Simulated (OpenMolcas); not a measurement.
**Xe5+: the spin-orbit constant, worked from levels**

| Property | Result |
| --- | --- |
| Program | OpenMolcas 26.06 |
| Basis | ANO-R2 [7s6p4d2f1g] |
| Scalar Hamiltonian | X2C, finite nucleus |
| Active space | 3 electrons in 4 orbitals (5s 5p) |
| State averaging | 2S+1 = 4 odd, 1 root; 2S+1 = 2 odd, 11 roots; 2S+1 = 4 even, 3 roots; 2S+1 = 2 even, 9 roots |
| Spin-orbit coupling | state interaction with AMFI integrals over the reference wave functions, term energies averaged over their components |

Methods: CASSCF; MS-CASPT2, IPEA 0.25 Eh, imaginary shift 0.1 Eh (closed shells correlated: 4d). Measured levels: Saloman, J. Phys. Chem. Ref. Data 33, 765 (2004).

**The spin-orbit constant.** For the Hund term 2P* of p1, E(J) = (A/2) J(J+1) + constant and ζ = 2S·A = A. From J = 1/2 to J = 3/2 the energy changes by 1.5 A.

```
   Source  E(3/2) - E(1/2)        A      ζ
   CASSCF          13816.0   9210.7   9211
MS-CASPT2          13947.7   9298.5   9298
 measured          15599.0  10399.3  10399
```

All in cm-1. MS-CASPT2 is off by -10.6 % and CASSCF by -11.4 %. Both methods take the spin-orbit matrix elements from the reference wave functions, so the second can move ζ only through the term energies and any multistate remixing.

Over all roots computed the reference weight is 0.86 to 0.95 in MS-CASPT2; the roots of lowest weight are the least certain, and an intruder state may touch them. Measured partners are found by configuration, term and J. A level has none where our copy of the source lacks it or the pairing is in doubt (some pairs that miss far off the trend of their configuration count as doubtful), and it then counts in no deviation. Only configurations of the active space appear.

* marks odd parity.
